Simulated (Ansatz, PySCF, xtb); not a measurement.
Pair of molecules: H4O2Si (SMILES O[SiH2]O) (first 7 atoms) with NH3 (SMILES N); geometry from B3LYP-D3(BJ)/def2-TZVP, rigid monomers moved along the line of their centres of mass till H4···N8 is 2.10 Å.
(charge 0, multiplicity 1):
```xyz
11

O     -0.047     1.041     1.317
Si    -0.637     0.357    -0.040
O      0.394     0.507    -1.318
H      0.111     0.469     2.103
H     -1.861     1.041    -0.496
H     -0.913    -1.081     0.236
H      1.312     0.258    -1.183
N      0.364    -0.697     3.828
H      0.032    -1.635     3.634
H      1.324    -0.768     4.145
H     -0.188    -0.328     4.595
```

Interaction energies are E(AB) − E(A) − E(B) at the monomers' geometry in the complex; basis-set methods are counterpoise corrected. Rows marked so take none.

Rows in 6-31G* carry no dispersion term and start afresh at each structure (6-31G* with six Cartesian d functions).

Programs: Ansatz (Gaussian basis) for Hartree–Fock, density functionals and correlated methods; PySCF for 6-31G* rows; xtb for the GFN methods. Each number belongs to the level named beside it.

Problem. One of these levels gives -34.9 kJ/mol for the interaction energy. Which?
A. HF/6-31G*
B. HF/aug-cc-pV(D+d)Z
C. B3LYP/6-31G* (no counterpoise)
D. GFN2-xTB

Solution. A, HF/6-31G*. The others give -24.8 (GFN2-xTB), -27.4 (HF/aug-cc-pV(D+d)Z), -47.0 (B3LYP/6-31G* (no counterpoise))

Ansatz is an electronic-structure program.
